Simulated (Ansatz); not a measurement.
C₆H₁₁O₃, doublet, at a GFN2-xTB geometry. Base run: CAM-B3LYP/def2-SVP in Ansatz (an electronic-structure program).

Geometry (Å):
```xyz
20

C     -3.2038     0.9861     1.1398
O     -2.0807     0.1671     0.9472
C     -1.5941     0.1047    -0.3248
C     -0.3097    -0.5902    -0.5175
C     -0.1795    -1.2065    -1.9060
O      0.7755     0.3839    -0.3398
C      1.9091    -0.0463     0.2081
C      2.9013     1.0852     0.3352
O      2.1180    -1.1815     0.5473
H     -4.0582     0.6283     0.5546
H     -2.9921     2.0230     0.8569
H     -3.4455     0.9391     2.2002
H     -1.9561     0.8145    -1.0513
H     -0.1752    -1.3508     0.2604
H     -0.9689    -1.9367    -2.0579
H      0.7836    -1.7019    -1.9990
H     -0.2568    -0.4322    -2.6653
H      2.3882     2.0018     0.6097
H      3.3851     1.2335    -0.6283
H      3.6537     0.8275     1.0743
```
Charge 0, spin multiplicity 2.
Orbitals are unrestricted.
All else is at Ansatz's defaults.
Base energy -460.32715 Eh.

Each row names what was changed in the base input (with any setting that the change needs).

| change | ΔE vs base (mEh) |
|---|---|
| base | 0.000 |
| lower_state_search = off | 0.000 |
| forces = on | 0.000 |
| final_grid = 14, 28, 59 | -0.001 |
| point_charge = charge:-1.0 position_ang:1.3758, 1.3591, 6.6918 | 1.559 |
| point_charge = charge:1.0 position_ang:0.7508, 6.0319, 3.7258 | 0.858 |
| final_grid = 4, 8, 17 | 0.649 |
| lower_state_search = full | 0.000 |
| final_grid = 10, 20, 41 | 0.000 |
| fitting.mean_field = def2-universal-JKFIT | -0.080 |
| final_grid = 6, 12, 29 | 0.008 |
